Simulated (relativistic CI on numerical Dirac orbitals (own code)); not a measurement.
**Radial parameters of Ne**

Calculated at this level of theory: Dirac-Coulomb-Breit CI, KLI orbitals optimised for each configuration, QED by a radiative potential, valence Slater integrals scaled by 0.85, P86 correlation energy added to each configuration (own radial code, finite nucleus).

Slater integrals F^k, G^k are unscaled and averaged over j, outside the closed core 1s2 2s2; ζ comes from projecting the Hamiltonian with its Breit term on Σ l·s of the shell.

- 2p⁵3s: ζ(2p) = 507, G^1(2p,3s) = 2528 cm⁻¹; <r>(2p) = 0.8816, <r^2>(2p) = 1.003, <r>(3s) = 4.431, <r^2>(3s) = 22.97 (bohr units).
- 2p⁵3p: ζ(2p) = 507.91, F^2(2p,3p) = 3247.5, G^0(2p,3p) = 1096.6, G^2(2p,3p) = 978.29, ζ(3p) = 7.9408 cm⁻¹; <r>(2p) = 0.8785, <r^2>(2p) = 0.9925, <r>(3p) = 6.231, <r^2>(3p) = 45.2 (bohr units).
- 2p⁵4s: ζ(2p) = 508.23, G^1(2p,4s) = 702.57 cm⁻¹; <r>(2p) = 0.8781, <r^2>(2p) = 0.9917, <r>(4s) = 11.12, <r^2>(4s) = 141.5 (bohr units).

In this model ζ of a weakly bound d, f or g electron outside closed shells comes out too small, for d by up to a factor of two or three and at times with the wrong sign; that of an outer p electron is too small as well.

Correlation outside the listed configurations is missing or only estimated: errors of thousands of cm⁻¹ between configurations and terms are usual at this charge. Rates and lifetimes follow the computed energies and can be off by large factors. The fine structure of a lone outer electron comes out too small, for d and f at times inverted, and misplaced configurations move strength between like terms. 31 of the 31 excited levels that our extract of the measured tables holds in this range could be paired (the sources list more); they are missed by 7003 cm⁻¹ on average and 7378 at most, and levels without a partner can miss by more.

Averages of the first 8 configurations, taken without configuration mixing, which lowers the lowest level and can move excited configurations by several eV; other configurations of the list can lie among them:

```csv
Configuration,Parity,States,Average energy above the lowest level (eV)
2p⁶,even,1,0.0
2p⁵3s,odd,12,15.9
2p⁵3p,even,36,17.7
2p⁵4s,odd,12,18.9
2p⁵3d,odd,60,19.2
2p⁵4p,even,36,19.4
2p⁵4d,odd,60,20.0
2p⁵4f,even,84,20.1
```
